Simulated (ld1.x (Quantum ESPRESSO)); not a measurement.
# Before and after: PAW potential for chlorine

- Element: chlorine (Cl)
- Generator: ld1.x (Quantum ESPRESSO) 7.5
- Type: PAW
- Functional: PBE
- Relativity: non-relativistic
- Frozen core: [Ne]
- Valence charge: 7
- Reference configuration: 3s2 3p5
- Partial waves: 3s (bound): rcut 1.05, rcutus 1.20 bohr; 3s channel at 1.4 Ry: rcut 1.05, rcutus 1.20 bohr; 3p (bound): rcut 1.35, rcutus 1.60 bohr; 3p channel at 0.05 Ry: rcut 1.35, rcutus 1.60 bohr; 3d channel at -0.1 Ry: rcut 1.05, rcutus 1.15 bohr; 3d channel at 1.75 Ry: rcut 1.05, rcutus 1.15 bohr
- Local potential: all-electron potential smoothed inside 1.45 bohr (lloc = -1)
- Core correction: Bessel-smoothed model core inside 0.70 bohr
- Augmentation charge: PSQ, inside the norm-conserving radii

Change: scalar-relativistic.

Cutoffs: the cutoffs (Ry, on a coarse ladder) from which the occupation-weighted sum of valence levels, in a spherical-Bessel basis at the reference potential, stays within 10 and 1 mRy of its value at 400 Ry; they do not see the model core or the augmentation charge, which bear on the density cutoff. Errors are all-electron minus pseudo energies relative to the spin-unpolarised reference configuration.

**Question.** Predict the effect on cutoff, ghosts and configuration errors.

**Answer.** The potential gets neither clearly harder nor softer (30 Ry and 50 Ry → 30 Ry and 50 Ry); of the 7 tests that both files solve, the error grows in 4 and shrinks in 0 by more than 15 % and 0.3 meV (median size 0.6 → 1.7 meV); neither file shows a bound ghost.

| quantity | base | changed |
| --- | --- | --- |
| cutoff, loose | 30 Ry | 30 Ry |
| cutoff, tight | 50 Ry | 50 Ry |
| bound ghosts | none | none |
| error for 3s2 3p4, meV [ΔE 13.89 → 13.88 eV] | -0.6 | -1.7 |
| error for 3s2 3p3, meV [ΔE 39.35 → 39.32 eV] | -5.3 | -8.0 |
| error for 3s2 3p2, meV [ΔE 77.66 → 77.63 eV] | -23 | -28 |
| error for 3s1 3p6, meV [ΔE 11.97 → 12.15 eV] | +0.1 | -0.3 |
| error for 3s2 3p4.5, meV [ΔE 5.59 → 5.58 eV] | -0.1 | -0.6 |
| error for 3s2 3p5.3, meV [ΔE -2.14 eV] | 0.0 | +0.2 |
| error for 3s2 3p1, meV [ΔE 129.90 → 129.87 eV] | -74 | -81 |
| s: phases at 1.75 bohr within 0.05 rad from the reference energy up to (Ry; the scan ends near 5) | to the end of the scan | to the end of the scan |
| p: phases at 1.75 bohr within 0.05 rad from the reference energy up to (Ry; the scan ends near 5) | to the end of the scan | to the end of the scan |
| d: phases at 1.75 bohr within 0.05 rad from the reference energy up to (Ry; the scan ends near 5) | to the end of the scan | to the end of the scan |
| lowest overlap eigenvalue by channel | s 0.49, p 0.81, d 0.96 | s 0.48, p 0.81, d 0.96 |
